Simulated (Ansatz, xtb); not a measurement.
Species: InCl₂, charge 1, multiplicity 1. SMILES of the parent species: [Cl][In][Cl]
Coordinates optimised at B3LYP-D3(BJ)/def2-TZVP (Ansatz, a first-principles code):
```
In
Cl 1 2.2242
Cl 1 2.2242 2 180.00
```
Charge +1, spin multiplicity 1.

Harmonic wavenumbers from GFN2-xTB (xtb, at its own minimum), cm⁻¹: 73, 73, 250, 334.

Problem. Give the harmonic wavenumbers at B3LYP-D3(BJ)/def2-TZVP (Ansatz, finite differences of forces, unscaled).

Solution. 89, 89, 368, 484 cm⁻¹. Zero-point energy 1.5 kcal/mol.

Problem. From these and the geometry, give the ideal-gas thermochemistry at 298.15 K and 1 atm (rigid rotor, harmonic oscillator).

Solution. Point group D∞h, rotational symmetry number 2. Rotational constants 1.441, 1.441 GHz. S(trans) 41.56, S(rot) 17.24, S(vib) 9.17, S(elec, spin only) 0.00, S 68.0 cal/(mol K). H(298) - H(0) 3.39 kcal/mol; G - E(el) -15.4 kcal/mol.
